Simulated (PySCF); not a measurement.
C3H5Cl2F, SMILES C[C@@H](F)C(Cl)Cl.

Geometry: PBE0-D3(BJ)/def2-SVP. The structure was generated by enumeration; whether it is a known compound was not checked. The values are those of a single conformer.

Two levels are set side by side: PBE/def2-TZVP (PySCF) and CAM-B3LYP/def2-TZVP (PySCF). Same geometry, gas phase. Differences are taken from unrounded values.

```csv
quantity,PBE
orbital gap (eV),6.08
highest occupied level (eV),-7.28
lowest empty level (eV),-1.19
dipole moment (D),2.83
mean polarisability (bohr³),63.2
```

Task: These are the PBE values. What does CAM-B3LYP give? (Estimate from the structure and the level; the computed values follow.)

Result: 
| quantity | CAM-B3LYP | PBE minus CAM-B3LYP |
|---|---|---|
| orbital gap (eV) | 11.25 | -5.16 |
| highest occupied level (eV) | -10.14 | 2.86 |
| lowest empty level (eV) | 1.11 | -2.30 |
| dipole moment (D) | 3.04 | -0.21 |
| mean polarisability (bohr³) | 60.5 | 2.7 |

Without exact exchange PBE keeps part of each electron's self-repulsion, which lifts occupied levels and narrows the gap. PBE's more diffuse valence density responds more strongly to a field. Differences between two approximate levels are no errors against the true value.

Rough cost on one machine, each run with all the roots and properties that it gave: CAM-B3LYP against PBE within a factor of 2.
